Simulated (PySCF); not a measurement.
# Titanium: a sound run and one with changed settings

Sound run: Ti²⁺ [Ar] 3d2, Ti³⁺ [Ar] 3d1. All numbers are calculated (PySCF 2.14, the non-relativistic Hamiltonian (point nucleus), in def2-TZVP). The sound run starts from symmetry-adapted Hartree-Fock orbitals and uses a fine grid where one is needed.

Changed run: radial step 1.2 in ln r (0.13 in the sound run). This setting is unsound on purpose.

```
species  method  sound run (hartree)  changed run (hartree)  converged
   Ti²⁺     UHF           -847.71881             -847.71881        yes
   Ti²⁺   B3LYP           -848.60754             -848.12313        yes
   Ti²⁺     LDA           -846.50802             -846.65467        yes
   Ti³⁺     UHF           -846.73648             -846.73648        yes
   Ti³⁺   B3LYP           -847.57420             -847.20451        yes
   Ti³⁺     LDA           -845.47283             -845.77479        yes
```

Ionisation energy of Ti²⁺:

```
method  sound run (eV)  changed run (eV)
   UHF          26.731            26.731
 B3LYP          28.119            24.997
   LDA          28.169            23.943
```

A coarse radial grid mis-integrates the density and the exchange-correlation energy, with errors of either sign; Hartree-Fock needs no grid.

For comparison, NIST gives 27.492 eV between the lowest levels.
